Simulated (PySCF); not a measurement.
# How methods differ on the ionisation energy of Er⁵³⁺

Er⁵³⁺ [Ne] 3s2 3p3 (4S) → Er⁵⁴⁺ [Ne] 3s2 3p2 (3P), as a difference of total energies. Calculation: PySCF 2.14, in an uncontracted even-tempered set (17 s from 13 bohr⁻², ratio 2.5; 12 p from 17 bohr⁻², ratio 2.5; 4 d from 67 bohr⁻², ratio 2.7; 4 f from 100 bohr⁻², ratio 2.7); scalar relativity by spin-free X2C-1e. Correlated levels: outer shells: 1s2 frozen; virtual orbitals above 40 to 60 times the deepest correlated orbital energy dropped. The calculations carry no spin-orbit coupling.

| method | ionisation energy (eV) |
| --- | --- |
| UHF | 5070.7 |
| MP2 (outer shells) | 5071.3 |
| SCS-MP2 (outer shells) | 5071.0 |
| CCSD (outer shells) | 5071.2 |
| CCSD(T) (outer shells) | 5071.2 |

Spin-orbit coupling is strong in these open shells (close to jj coupling). The scalar numbers leave it out and a first-order estimate fails, so it can dominate the gap to the real levels.

The ground level that NIST lists for one species does not belong to the high-spin term computed here, so part of any gap is the choice of state.

Breit and QED terms and the two-electron picture change are absent.

For comparison: 4978 ± 5 eV (theoretical estimate listed by NIST; NIST Atomic Spectra Database, ionization energies).
